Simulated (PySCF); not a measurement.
# Working out the ionisation energy of Os⁺

Os⁺ [Xe] 4f14 5d6 6s1 (6D) → Os²⁺ [Xe] 4f14 5d6 (5D). All numbers are calculated (PySCF 2.14, scalar relativity through the core potential, in aug-cc-pVTZ-PP with ECP60MDF (6s6p5d3f2g, 88 functions)). Frozen: 5s2 5p6. Energies in hartree (1 hartree = 27.21139 eV):

```tsv
part	Os⁺ (lower)	Os²⁺ (upper)
UHF	-89.831267	-89.242363
MP2 opposite-spin	-0.053725	-0.045297
MP2 same-spin	-0.077387	-0.054402
```

What does Hartree-Fock give?

(-89.242363) − (-89.831267) = 0.588904 hartree = 16.025 eV.

What do MP2 and SCS-MP2 (6/5 opposite-spin, 1/3 same-spin) give?

The opposite-spin parts differ by 0.229 eV and the same-spin parts by 0.625 eV. MP2: 16.025 + (0.229) + (0.625) = 16.879 eV. SCS-MP2: 16.025 + 1.2 × (0.229) + (0.625)/3 = 16.508 eV.

Reference: 17 ± 1 eV (semi-empirical (NIST evaluation); NIST Atomic Spectra Database, ionization energies), between the lowest levels; spin-orbit coupling is absent from the calculation.

What remains against the reference includes basis incompleteness, the frozen core and correlation beyond second order.
